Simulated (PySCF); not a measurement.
Delta-SCF ions had no search for a lower state. Excitations are Tamm–Dancoff values on a coarser integration grid. The basis has no diffuse functions, so Rydberg states are missing or too high.

Cartesian coordinates (Å):
```xyz
8

O      1.3492    -1.2303     0.4314
C      0.8029    -0.1975     0.1425
O      1.4518     0.9581    -0.0252
Si    -1.0965    -0.1923    -0.0962
Cl    -1.8311     1.6588    -0.5552
H      2.3955     0.7854     0.1282
H     -1.6846    -0.6552     1.1777
H     -1.3871    -1.1271    -1.2031
```
Charge 0, multiplicity 1.

Question: Give the S1–T1 gap (TDA), dipole moment, vertical ionisation energy (Delta-SCF), total energy, HOMO–LUMO gap, S1 excitation (TDA), HOMO and T1 excitation (TDA) at the level PBE0-D4/def2-TZVP run with PySCF.

Answer: 
- S1–T1 gap (TDA): 0.76 eV
- dipole moment: 0.59 D
- vertical ionisation energy (Delta-SCF): 10.29 eV
- total energy: -939.7410 Ha
- HOMO–LUMO gap: 7.12 eV
- S1 excitation (TDA): 5.12 eV
- HOMO: -8.14 eV
- T1 excitation (TDA): 4.36 eV
